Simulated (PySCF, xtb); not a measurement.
C₂H₄Cl₂Ge, SMILES [GeH]([CH]=C)([Cl])[Cl]. Other conformers were not sampled.

Harmonic wavenumbers (cm⁻¹) from xtb with GFN2-xTB at its own minimum, in rising order: 40, 103, 123, 139, 308, 351, 364, 478, 525, 617, 645, 917, 982, 1017, 1229, 1391, 1651, 1768, 3043, 3069, 3094.

What does PBE-D3(BJ)/def2-SVP (PySCF) give at its own minimum? (An estimate is asked for; the answer gives what the named calculation found.)

73, 127, 139, 172, 324, 395, 421, 499, 582, 683, 708, 954, 961, 982, 1213, 1358, 1620, 2099, 3057, 3091, 3156. Paired by order, the mean absolute difference is 49 cm⁻¹ and the zero-point energies are 31.2 and 32.3 kcal/mol.
